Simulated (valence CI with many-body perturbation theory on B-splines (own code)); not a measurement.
The numbers below are computed, except where a source is named.
Hyperfine factors and g values of Sn⁴⁵⁺

Method: configuration interaction combined with many-body perturbation theory (CI+MBPT): three valence electrons over a frozen Dirac-Fock core [He], radial functions for each j: 11 s, 11 p, 9 d, 7 f, 5 g, 2 h, 1 i, with the one-electron correlation potential Σ1 (screened to all orders), the two-electron term Σ2, the three-electron term Σ3, Breit, model QED; selected single and double excitations, second order for the rest (own B-spline code, finite nucleus).

No measured spectrum was set against this ion. As an estimate, large intervals hold to a few tenths of a per cent, small ones and those within an open d or f shell to about a per cent.

A/g_I is the dipole constant over the nuclear g factor μ/I (μ in nuclear magnetons, uniformly magnetised nucleus), B/Q the quadrupole constant per barn. Both hold the static response of the core; the bare values leave it out. Large factors of s and p1/2 electrons are usually good to 5 to 10 %; those of open d and f shells near neutrality can be off by tens of per cent, and small factors of p3/2, d and f electrons come from cancelling terms and can be off by a factor of two or in sign, in half-filled shells by more. B is blank for J = 1/2, where it vanishes, and for nearly pure S terms. Energies count from the lowest level.

Levels are named by their leading jj configuration (3d3/2^4 stands for four electrons in 3d with j = 3/2), which in mixed levels can hold well under half, so a name can repeat and another be missing. Letters in brackets count levels of one name in rising energy.

| Level | E (Ry) | g | A/g_I (MHz) | A/g_I bare | B/Q (MHz/b) | B/Q bare |
| --- | --- | --- | --- | --- | --- | --- |
| (2s^2 2p1/2) J=1/2 | 0.00 | 0.645 | 1540000 | 1530000 |  |  |
| (2s 2p1/2^2) J=1/2 | 10.68 | 2.226 | 4530000 | 4470000 |  |  |
| (2s^2 2p3/2) J=3/2 | 18.80 | 1.318 | 242000 | 249000 | 460000 | 461000 |
| (2s 2p1/2 2p3/2) J=3/2 [a] | 26.27 | 1.665 | 1210000 | 1200000 | 364000 | 365000 |
| (2s 2p1/2 2p3/2) J=5/2 | 28.42 | 1.367 | 1390000 | 1380000 | 267000 | 267000 |
| (2s 2p1/2 2p3/2) J=3/2 [b] | 31.80 | 0.956 | 9960 | 22200 | 312000 | 313000 |
| (2s 2p1/2 2p3/2) J=1/2 | 31.91 | 1.195 | -1420000 | -1380000 |  |  |
| (2p1/2^2 2p3/2) J=3/2 | 43.37 | 1.376 | 210000 | 225000 | 413000 | 414000 |
| (2s 2p3/2^2) J=5/2 | 46.41 | 1.400 | 1160000 | 1160000 | 192000 | 192000 |
| (2s 2p3/2^2) J=1/2 | 51.36 | 1.863 | 4740000 | 4670000 |  |  |
| (2s 2p3/2^2) J=3/2 | 51.44 | 1.198 | -645000 | -620000 | -128000 | -128000 |
| (2p1/2 2p3/2^2) J=3/2 | 60.09 | 1.432 | -27900 | -9920 | 71200 | 71400 |
| (2p1/2 2p3/2^2) J=5/2 | 61.44 | 1.183 | 490000 | 497000 | -2020 | -2030 |
| (2p1/2 2p3/2^2) J=1/2 | 64.02 | 0.645 | 1540000 | 1520000 |  |  |
| (2p3/2^3) J=3/2 | 81.13 | 1.281 | 238000 | 249000 | -483000 | -484000 |
| (2s^2 3s) J=1/2 | 320.70 | 1.994 | 1400000 | 1380000 |  |  |
| (2s^2 3p1/2) J=1/2 | 324.45 | 0.670 | 448000 | 445000 |  |  |
| (2s 2p1/2 3s) J=1/2 [a] | 328.03 | 2.402 | 2710000 | 2670000 |  |  |
| (2s 2p1/2 3s) J=3/2 | 328.86 | 1.500 | 1850000 | 1830000 | -11000 | -11100 |
| (2s^2 3p3/2) J=3/2 | 330.47 | 1.410 | 758000 | 752000 | 48100 | 48100 |
| (2s 2p1/2 3s) J=1/2 [b] | 330.59 | 0.743 | 2360000 | 2330000 |  |  |
| (2s 2p1/2 3p1/2) J=1/2 [a] | 331.20 | 0.258 | -302000 | -292000 |  |  |
| (2s 2p1/2 3p1/2) J=3/2 | 332.31 | 1.048 | 1710000 | 1690000 | -51700 | -51700 |
| (2s^2 3d3/2) J=3/2 | 333.16 | 0.887 | 550000 | 544000 | -14600 | -14400 |
| (2s 2p1/2 3p1/2) J=1/2 [b] | 334.32 | 2.026 | 4740000 | 4670000 |  |  |
| (2s^2 3d5/2) J=5/2 | 334.53 | 1.195 | 29500 | 29400 | 36200 | 36600 |
| (2s 2p1/2 3p3/2) J=3/2 [a] | 337.33 | 1.409 | 262000 | 262000 | 126000 | 127000 |
| (2s 2p1/2 3p3/2) J=1/2 | 338.34 | 1.329 | -1500000 | -1480000 |  |  |
| (2s 2p1/2 3p3/2) J=5/2 | 338.74 | 1.346 | 1270000 | 1260000 | 36600 | 36600 |
| (2s 2p1/2 3p3/2) J=3/2 [b] | 338.97 | 1.244 | 700000 | 694000 | 98100 | 98300 |
| (2s 2p1/2 3d3/2) J=3/2 [a] | 339.52 | 0.550 | -426000 | -419000 | 34100 | 34400 |
| (2s 2p1/2 3d3/2) J=5/2 | 340.82 | 1.045 | 1040000 | 1030000 | -40500 | -40400 |
| (2s 2p1/2 3d3/2) J=1/2 | 341.69 | 0.407 | -1810000 | -1790000 |  |  |
| (2s 2p1/2 3d5/2) J=5/2 [a] | 341.81 | 1.343 | 514000 | 507000 | 23200 | 23600 |
| (2s 2p1/2 3d3/2) J=3/2 [b] | 341.84 | 1.248 | 1080000 | 1070000 | 60500 | 60700 |
| (2p1/2^2 3s) J=1/2 | 342.36 | 1.960 | 894000 | 885000 |  |  |
| (2s 2p1/2 3d5/2) J=7/2 | 342.99 | 1.248 | 902000 | 891000 | -71800 | -71600 |
| (2s 2p1/2 3d5/2) J=3/2 | 343.75 | 1.047 | -964000 | -953000 | 6040 | 6260 |
| (2s 2p1/2 3d5/2) J=5/2 [b] | 343.76 | 1.043 | 112000 | 112000 | 99500 | 100000 |
| (2p1/2^2 3p1/2) J=1/2 | 344.98 | 0.642 | 263000 | 262000 |  |  |

**Question.** Take the isotope of mass number 117, with I = 1/2, μ = -0.9995 μN. What is the hyperfine structure of (2s 2p1/2 2p3/2) J=1/2?

**Answer.** From the table A = 2830000 MHz. Shifts from the centre of gravity in MHz: F = 0: -2120000, F = 1: 708000.
